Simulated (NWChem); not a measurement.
System: CH$_{3}$CaClN$_{2}$

Input file for NWChem:

```
start job
memory heap 200 mb stack 900 mb global 1100 mb
geometry units angstroms
  Ca    -0.081754    -0.377011     0.000000
  Cl     0.270289    -2.827620     0.000000
  C     -0.451673     2.253409     0.000000
  N     -0.359795     1.597631    -1.146800
  N     -0.359795     1.597631     1.146800
  H     -0.605717     3.351511     0.000000
  H     -0.442743     2.192306    -1.962999
  H     -0.442743     2.192306     1.962999
end
basis spherical
  * library sto-3g
end
dft
  xc hfexch
  iterations 150
end
driver
  maxiter 120
end
task dft optimize
task dft freq
```

The level has its own optimisation; frequencies are unscaled.

Problem. Give the results of this calculation. (Hartree-Fock/STO-3G.) Quantities: r Ca–Cl (Å); r C–Ca (Å); r Ca–N (Å); r C–N (Å); highest harmonic frequency (cm⁻¹); lowest (cm⁻¹); zero-point energy (kcal/mol); dipole (D).

Solution. 
```yaml
r Ca–Cl (Å): 2.575
r C–Ca (Å): 2.726
r Ca–N (Å): 2.334
r C–N (Å): 1.332
highest harmonic frequency (cm⁻¹): 4041
lowest (cm⁻¹): 68
zero-point energy (kcal/mol): 35.0
dipole (D): 6.08
```
